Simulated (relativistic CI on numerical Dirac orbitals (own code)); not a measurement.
## Hyperfine structure of As3+, mass number 75

Calculated at this level of theory: Dirac-Coulomb-Breit CI, separate exchange-only KLI orbitals for each configuration, a model potential for QED, valence Slater integrals scaled by 0.85, P86 correlation energy added to each configuration (own radial code, finite nucleus).

CI space (outside the closed core [Ar] 3d10): 4s2, 4s 4p, 4p2, 4s 4d, 4s 4f, 4d2, 4s 5s, 4p 4d, 4s 5p, 4f2, 4s 5d, 4p 4f, 4s 6s, 4s 6p, 4p 5s, 4s 5f. Levels of other configurations are missing.

Nuclear spin I = 3/2, μ = 1.4383 μN, Q = 0.311 b (tables of Stone and Pyykkö). The electronic factors are computed for point nuclear moments, without core polarisation; leaving it out makes A of s and p electrons in near-neutral atoms 20 to 40 % too small, and it can dominate for d and f shells.

| Level | E (cm⁻¹) | A (MHz) | B (MHz) |
| --- | --- | --- | --- |
| 4s 4p 3P°_1 | 73508.1 | 6014 | -210 |
| 4s 4p 3P°_2 | 75896.4 | 4638 | 403 |
| 4s 4p 1P°_1 | 109659.6 | 592.4 | 357 |
| 4p2 1D_2 | 176041.3 | 1143 | 538 |
| 4p2 3P_1 | 178208.5 | -89.61 | 199 |
| 4p2 3P_2 | 180918.2 | 637 | -323 |
| 4s 4d 3D_1 | 206915.8 | -4155 | 15.3 |
| 4s 4d 3D_2 | 207035.8 | 1580 | 21.8 |

Levels with J = 0, under 50 % of one LS term, or S terms without an open s electron are left out. Small factors come from cancelling terms and can be off by tens of per cent or more.

Correlation outside the listed configurations is missing or only estimated: errors of thousands of cm⁻¹ between configurations and terms are usual at this charge. Rates and lifetimes follow the computed energies and can be off by large factors. The fine structure of a lone outer electron comes out too small, for d and f at times inverted, and misplaced configurations move strength between like terms. 20 of the 20 excited levels that our extract of the measured tables holds in this range could be paired (the sources list more); they are missed by 3383 cm⁻¹ on average and 3888 at most, and levels without a partner can miss by more.

Q: Give the hyperfine levels of 4s 4p 3P°_1 relative to its centre of gravity.

A: With K = F(F + 1) − I(I + 1) − J(J + 1), E = AK/2 + B[¾K(K + 1) − I(I + 1)J(J + 1)]/[2I(2I − 1)J(2J − 1)]: F = 1/2: -15300, F = 3/2: -5804, F = 5/2: 8968 MHz.

LS names give the leading component of a level, which can be under half, so a name can repeat, a term be missing and a line seem to break the LS rules.
